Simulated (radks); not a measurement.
The numbers below are computed, except where a source is named.
Question: These are the eigenvalues of the occupied orbitals of an atom or ion with whole-number occupations (Ry). Code: a radial shooting solver on a logarithmic mesh with Libxc functionals. Model: scalar-relativistic Kohn-Sham, SCAN, spin-polarised, spherical densities, finite nucleus; meta-GGA in the generalised Kohn-Sham scheme; Fermi nuclear charge, rms radius of each element as measured or else 0.836 A^(1/3) + 0.57 fm.

1s down: -1386.426
1s up: -1386.424
2s up: -195.6995
2s down: -195.6717
2p up: -174.6160
2p down: -174.5954
3s up: -33.83409
3s down: -33.82275
3p up: -26.87117
3p down: -26.85700
3d up: -15.55635
3d down: -15.53019
4s up: -5.42813
4s down: -5.26522
4p up: -3.61853
4p down: -3.42896
4d up: -1.13022
5d up: -0.28483

Which element is it, and in what charge state? The configuration may be excited. Open shells, if any, are filled with parallel spins first.

Answer: Z = 41, niobium, charge +1: Nb+ in [Kr] 4d3 5d1. The list shows which subshells hold electrons but not how many an open one holds; the 1s level, -693.21 hartree, gives Z - s = 37.2 by -(Z - s)^2/2, which with screening and relativity narrows Z to a few neighbours, and the depths of the outer levels then fix element, charge and occupations together.
